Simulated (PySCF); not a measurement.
Predicted microwave data (PBE0-D3(BJ)/def2-SVP geometry optimisation, gas phase in PySCF) for one isomer of C7H7NO:

* Rotational constants: A = 3839, B = 1214, C = 928.0 MHz
* Dipole components: |μa| = 0.75 D, |μb| = 2.28 D, |μc| = 0.00 D
* Inertial defect: -3.18 u·Å²
* κ: -0.80

Problem. Which candidate fits, each taken in the one conformer that was computed?
A. `[CH3:1][C:2](=[O:3])[c:4]1[cH:5][cH:6][n:7][cH:8][cH:9]1` with C1–C2–C4–C5 -179°
B. `[CH3:1][c:2]1[cH:3][cH:4][n:5][cH:6][c:7]1[CH:8]=[O:9]` with C6–C7–C8–O9 0°
C. `[CH3:1][C:2](=[O:3])[c:4]1[cH:5][cH:6][cH:7][cH:8][n:9]1` with C1–C2–C4–C5 -179°
D. `[CH2:1]=[N:2][c:3]1[cH:4][cH:5][c:6]([OH:7])[cH:8][cH:9]1` with C1–N2–C3–C4 -36°, C5–C6–O7–H -179°
E. `[NH2:1][c:2]1[cH:3][cH:4][c:5]([CH:6]=[O:7])[cH:8][cH:9]1` with C4–C5–C6–O7 180° (4-aminobenzaldehyde)

Solution. A. It is CC(=O)c1ccncc1, an asymmetric top, point group Cs. The candidates at the same level (rigid rotor, commonest isotopes):

```json
{"SMILES": "C=Nc1ccc(O)cc1", "A (MHz)": "5070", "B (MHz)": "1030", "C (MHz)": "867.2", "μa (D)": "0.79", "μb (D)": "0.16", "μc (D)": "0.80", "Δ (u·Å²)": "-7.55", "point group": "C1", "rotor": "near-prolate asymmetric top"}
{"SMILES": "CC(=O)c1ccccn1", "A (MHz)": "3754", "B (MHz)": "1275", "C (MHz)": "957.4", "μa (D)": "2.93", "μb (D)": "0.69", "μc (D)": "0.00", "Δ (u·Å²)": "-3.11", "point group": "Cs", "rotor": "asymmetric top"}
{"SMILES": "CC(=O)c1ccncc1", "A (MHz)": "3839", "B (MHz)": "1214", "C (MHz)": "928.0", "μa (D)": "0.75", "μb (D)": "2.28", "μc (D)": "0.00", "Δ (u·Å²)": "-3.18", "point group": "Cs", "rotor": "asymmetric top"}
{"SMILES": "Cc1ccncc1C=O", "A (MHz)": "2497", "B (MHz)": "1600", "C (MHz)": "981.2", "μa (D)": "1.90", "μb (D)": "3.94", "μc (D)": "0.00", "Δ (u·Å²)": "-3.16", "point group": "Cs", "rotor": "asymmetric top"}
{"SMILES": "Nc1ccc(C=O)cc1", "A (MHz)": "5060", "B (MHz)": "998.7", "C (MHz)": "834.3", "μa (D)": "5.66", "μb (D)": "1.01", "μc (D)": "0.60", "Δ (u·Å²)": "-0.15", "point group": "near Cs", "rotor": "near-prolate asymmetric top"}
```

`Nc1ccc(C=O)cc1` has A 32 % too high; `C=Nc1ccc(O)cc1` has A 32 % too high; `CC(=O)c1ccccn1` has B 5 % too high; `Cc1ccncc1C=O` has A 35 % too low. In the right answer the mirror of this Cs structure is the ab plane, so μc vanishes by symmetry (the 0.02 D computed is a residue). No structure here is proved a minimum.
